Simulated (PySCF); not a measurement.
Ligand exchange on a metal centre used in film growth or etching (Ta F-OH). Isolated molecules, 0 K electronic values unless said otherwise. One relaxed conformer stands for each flexible species; it need not be the lowest.

All values below come from B3LYP-D3(BJ)/def2-TZVP // r2SCAN-D4/def2-SVP (PySCF 2.14.0). B3LYP has the VWN-RPA correlation part, as in Gaussian. 

| species | mean distance from the central atom to its bonded neighbours (Å) | HOMO–LUMO gap (eV) | coordination number |
|---|---|---|---|
| 1 of 5 F replaced by OH ([Ta(F)4(OH)]) | 1.877 | 8.24 | 5 |
| 2 of 5 F replaced by OH ([Ta(F)3(OH)2]) | 1.890 | 7.95 | [?] |
| 3 of 5 F replaced by OH ([Ta(F)2(OH)3]) | 1.904 | 7.66 | 5 |
| 4 of 5 F replaced by OH ([Ta(F)(OH)4]) | 1.917 | 7.71 | [?] |
| 5 of 5 F replaced by OH ([Ta(OH)5]) | 1.930 | [?] | 5 |

### Question
Fill in the missing entries.

### Answer

- 2 of 5 F replaced by OH ([Ta(F)3(OH)2]), coordination number: 5
- 4 of 5 F replaced by OH ([Ta(F)(OH)4]), coordination number: 5
- 5 of 5 F replaced by OH ([Ta(OH)5]), HOMO–LUMO gap (eV): 7.17
